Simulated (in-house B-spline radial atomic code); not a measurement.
Configurations of Nb VI (Nb5+), with energies counted from [Ar] 3d10 4s2 4p6. Level of theory: Dirac-Hartree-Fock, average of configuration, Fermi nucleus of rms radius 4.324 fm; calculated with an all-electron radial atomic-structure program (B-spline basis). Energies include first-order Breit, QED and recoil terms.

Occupations are held fixed; configurations that lie above the ionisation limit could autoionise.

| configuration | E - E(ref) (eV) | highest orbital | its <r> (bohr) |
| --- | --- | --- | --- |
| [Ar] 3d10 4s2 4p5 4f1 | 68.338 | 4f5/2 | 2.506 |
| [Ar] 3d10 4s2 4p5 5f1 | 80.316 | 5f5/2 | 4.619 |
| [Ar] 3d10 4s2 4p5 6d1 | 81.423 | 6d5/2 | 5.628 |
| [Ar] 3d10 4s2 4p5 5g1 | 82.018 | 5g7/2 | 4.548 |
| [Ar] 3d10 4s2 4p5 7s1 | 83.055 | 7s1/2 | 6.623 |
| [Ar] 3d10 4s2 4p5 7f1 | 90.962 | 7f7/2 | 10.37 |
| [Ar] 3d10 4s1 4p6 8d1 | 122.43 | 8d5/2 | 11.57 |
| [Ar] 3d9 4s2 4p6 7g1 | 270.24 | 7g7/2 | 10.5 |
| [Ne] 3s2 3p5 3d10 4s2 4p6 7s1 | 427.32 | 7s1/2 | 6.566 |
| [Ne] 3s2 3p5 3d10 4s2 4p6 6f1 | 431.23 | 6f7/2 | 7.142 |
| [Ne] 3s2 3p5 3d10 4s2 4p6 8d1 | 435.83 | 8d5/2 | 11.48 |

(1) Order these further configurations by energy, lowest first.
A. [Ar] 3d10 4s1 4p6 8p1
B. [Ar] 3d9 4s2 4p6 7p1
C. [Ar] 3d10 4s1 4p6 5f1
D. [Ne] 3s2 3p5 3d10 4s2 4p6 7g1
E. [Ar] 3d10 4s2 4p5 8g1

(2) How far above the reference does [Ne] 3s2 3p5 3d10 4s2 4p6 8s1 lie?

(3) How far above the reference does [Ar] 3d9 4s2 4p6 8p1 lie?

(4) How far above the reference does [Ar] 3d9 4s2 4p6 6p1 lie?

(5) One of these lies 432 eV from the reference. Which?
A. [Ar] 3d10 4s1 4p6 5p1
B. [Ar] 3d10 4s2 4p5 8d1
C. [Ar] 3d10 4s1 4p6 6p1
D. [Ne] 3s2 3p5 3d10 4s2 4p6 7d1

Results:

(1) E (93.983 eV), C (111.18 eV), A (120.66 eV), B (263.28 eV), D (436.06 eV).

(2) 432.99 eV; its least bound orbital is 8s1/2 with <r> = 9.38 bohr.

(3) 268.23 eV; its least bound orbital is 8p3/2 with <r> = 10.07 bohr.

(4) 254.43 eV; its least bound orbital is 6p3/2 with <r> = 4.665 bohr.

(5) D.
